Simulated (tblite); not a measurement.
Compound: C₇H₁₁BSi.
Atom-mapped SMILES: `[BH2:1]/[CH:2]=[C:3]1/[CH:4]=[CH:5][Si@H:6]1[C:7](=[CH2:8])[CH3:9]` (hydrogens: H10, H11 on B1; H12 on C2; H13 on C4; H14 on C5; H15 on Si6; H16, H17 on C8; H18, H19, H20 on C9)

Computed with GFN2-xTB (tblite), gas phase: L-BFGS steps from a force-field or distance-geometry start until the largest atomic force falls under 0.01 eV/Å.

Step 31: E = -637.1962 eV
```
atom  x, y, z in Å  |  force x, y, z in eV/Å
B1      1.9700   -2.0326   -1.0112    0.021   0.044  -0.008
C2      1.9104   -0.5805   -1.4858    0.015   0.006   0.043
C3      1.3227    0.4128   -0.7897   -0.046   0.051  -0.021
C4      1.1699    1.8223   -1.1259    0.015   0.012   0.004
C5      0.5124    2.3469   -0.0726    0.022  -0.029  -0.010
Si6     0.3444    0.6795    0.8407    0.079   0.087  -0.003
C7     -1.4155   -0.0085    0.8408    0.047  -0.014   0.041
C8     -2.3098    0.3619    1.7476   -0.022  -0.015   0.000
C9     -1.7487   -1.0052   -0.2276   -0.008   0.001   0.026
H10     1.6923   -2.2923    0.0973   -0.059   0.005   0.007
H11     2.2973   -2.8869   -1.7435    0.016   0.007   0.005
H12     2.3496   -0.3012   -2.4449   -0.050  -0.013   0.038
H13     1.5166    2.3097   -2.0263    0.024  -0.019   0.023
H14     0.2304    3.3803    0.0615    0.001  -0.053  -0.011
H15     1.0104    0.5495    2.1429   -0.014  -0.012  -0.085
H16    -3.3159   -0.0296    1.7482   -0.036   0.000  -0.008
H17    -2.0857    1.0687    2.5295    0.046  -0.017  -0.031
H18    -2.8065   -1.2600   -0.2032    0.008  -0.050  -0.032
H19    -1.1544   -1.9060   -0.0762   -0.038  -0.017  -0.026
H20    -1.4950   -0.6184   -1.2144   -0.021   0.027   0.047
```

Step 32: E = -637.1974 eV
```
atom  x, y, z in Å  |  force x, y, z in eV/Å
B1      1.9707   -2.0349   -1.0147    0.009  -0.052   0.018
C2      1.9068   -0.5823   -1.4832    0.017   0.010   0.023
C3      1.3183    0.4107   -0.7879   -0.003   0.042  -0.040
C4      1.1730    1.8194   -1.1276   -0.013   0.051   0.011
C5      0.5177    2.3491   -0.0759   -0.019  -0.025   0.037
Si6     0.3450    0.6841    0.8426   -0.003   0.088  -0.020
C7     -1.4167   -0.0058    0.8439    0.032  -0.032   0.045
C8     -2.3136    0.3592    1.7510    0.004  -0.003  -0.024
C9     -1.7470   -1.0039   -0.2255    0.007   0.007   0.032
H10     1.6730   -2.3031    0.0900   -0.029   0.015  -0.064
H11     2.3160   -2.8841   -1.7503   -0.010   0.064   0.070
H12     2.3452   -0.3007   -2.4412   -0.037  -0.008   0.022
H13     1.5183    2.3076   -2.0278    0.039  -0.036   0.007
H14     0.2343    3.3826    0.0575    0.019  -0.062  -0.022
H15     1.0087    0.5590    2.1440    0.005  -0.019  -0.054
H16    -3.3197   -0.0349    1.7493   -0.001   0.012  -0.002
H17    -2.0901    1.0680    2.5316    0.027  -0.028  -0.028
H18    -2.8045   -1.2637   -0.2036    0.038  -0.035  -0.028
H19    -1.1485   -1.9027   -0.0743   -0.052  -0.001  -0.032
H20    -1.4920   -0.6130   -1.2106   -0.031   0.012   0.047
```

Step 33: E = -637.1984 eV
```
atom  x, y, z in Å  |  force x, y, z in eV/Å
B1      1.9710   -2.0330   -1.0108   -0.012  -0.004   0.021
C2      1.9071   -0.5818   -1.4806    0.007   0.014   0.014
C3      1.3176    0.4129   -0.7893    0.033   0.008  -0.038
C4      1.1742    1.8212   -1.1275   -0.020   0.060  -0.009
C5      0.5186    2.3482   -0.0758   -0.052  -0.005   0.071
Si6     0.3473    0.6842    0.8408   -0.084   0.048  -0.031
C7     -1.4158   -0.0077    0.8432    0.031  -0.042   0.033
C8     -2.3126    0.3585    1.7501    0.020   0.006  -0.031
C9     -1.7490   -1.0055   -0.2261    0.022   0.014   0.026
H10     1.6770   -2.3019    0.0911   -0.049   0.009   0.016
H11     2.3096   -2.8813   -1.7440    0.027  -0.005  -0.001
H12     2.3439   -0.3041   -2.4392   -0.016   0.008  -0.012
H13     1.5178    2.3139   -2.0249    0.055  -0.040  -0.023
H14     0.2305    3.3792    0.0597    0.022  -0.026  -0.022
H15     1.0143    0.5560    2.1367    0.025  -0.022  -0.003
H16    -3.3198   -0.0334    1.7500    0.015   0.017   0.001
H17    -2.0840    1.0692    2.5272    0.009  -0.024  -0.008
H18    -2.8064   -1.2657   -0.2059    0.037  -0.022  -0.014
H19    -1.1521   -1.9056   -0.0770   -0.042  -0.001  -0.030
H20    -1.4943   -0.6126   -1.2104   -0.027   0.006   0.040
```

Problem. Estimate the geometry and energy of step 34. (The exact step hangs on the optimiser's Hessian estimate; all steps are aligned on step 33, rigid shifts and turns removed.)

Solution. E = -637.1992 eV, largest force 0.079 eV/Å
```
atom  x, y, z in Å  |  force x, y, z in eV/Å
B1      1.9709   -2.0339   -1.0119   -0.012  -0.009   0.025
C2      1.9068   -0.5819   -1.4799    0.001   0.013   0.007
C3      1.3171    0.4132   -0.7893    0.025  -0.002  -0.015
C4      1.1744    1.8214   -1.1276   -0.016   0.039  -0.010
C5      0.5189    2.3483   -0.0756   -0.039   0.009   0.038
Si6     0.3465    0.6868    0.8411   -0.075   0.011  -0.023
C7     -1.4153   -0.0077    0.8450    0.015  -0.040   0.024
C8     -2.3136    0.3582    1.7505    0.021   0.004  -0.023
C9     -1.7480   -1.0048   -0.2248    0.016   0.005   0.018
H10     1.6710   -2.3043    0.0888   -0.043   0.008   0.001
H11     2.3150   -2.8805   -1.7456    0.020   0.008   0.014
H12     2.3424   -0.3038   -2.4388   -0.008   0.008  -0.017
H13     1.5191    2.3117   -2.0256    0.052  -0.027  -0.022
H14     0.2327    3.3792    0.0577    0.009   0.003  -0.010
H15     1.0134    0.5580    2.1369    0.027  -0.020   0.000
H16    -3.3206   -0.0344    1.7503    0.020   0.017  -0.002
H17    -2.0854    1.0683    2.5280    0.008  -0.018  -0.002
H18    -2.8047   -1.2670   -0.2064    0.025  -0.015  -0.004
H19    -1.1515   -1.9048   -0.0770   -0.028  -0.008  -0.027
H20    -1.4942   -0.6113   -1.2087   -0.019   0.013   0.028
```

The energy changes by -0.0008 eV. The first-order estimate −F·Δx gives -0.0010 eV and the mean of the old and new forces, exact on a quadratic surface, -0.0008 eV. The step makes an angle of 68° with the force vector and moves no atom by more than 0.007 Å.

The cost below is that of the whole relaxation. Time: 1.6 s. Hardware: AMD EPYC 7B13, one thread, on a shared host.
